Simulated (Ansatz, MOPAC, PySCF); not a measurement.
System: SiH2I (charge 0, doublet). SMILES: I[SiH2]
Geometry: optimised at B3LYP-D3(BJ)/def2-TZVP (Ansatz, a quantum-chemistry and plane-wave program).

Unscaled harmonic wavenumbers (cm⁻¹) in rising order, each level at the stationary point that it reaches from this structure (no distance between atoms moves by over 0.3 Å); the order of modes can differ between levels, and a negative number is imaginary. B3LYP-D3(BJ)/def2-TZVP (PySCF, at the structure above): 350, 579, 657, 913, 2173, 2213.

AM1 (MOPAC): 357, 407, 460, 753, 2235, 2236. Zero-point energy 9.2 against 9.8 kcal/mol; where all levels lie over 400 cm⁻¹, the wavenumbers are on average 0.853 times those of B3LYP-D3(BJ)/def2-TZVP.

PM7 (MOPAC): 433, 452, 509, 755, 2349, 2362. Zero-point energy 9.8 against 9.8 kcal/mol; where all levels lie over 400 cm⁻¹, the wavenumbers are on average 0.906 times those of B3LYP-D3(BJ)/def2-TZVP.

HF/3-21G (Ansatz): 306, 609, 691, 948, 2291, 2321. Zero-point energy 10.2 against 9.8 kcal/mol; where all levels lie over 400 cm⁻¹, the wavenumbers are on average 1.049 times those of B3LYP-D3(BJ)/def2-TZVP.

HF/6-31G* with LANL2DZ past Ar (Ansatz): 354, 637, 750, 993, 2382, 2410. Zero-point energy 10.8 against 9.8 kcal/mol; where all levels lie over 400 cm⁻¹, the wavenumbers are on average 1.103 times those of B3LYP-D3(BJ)/def2-TZVP.
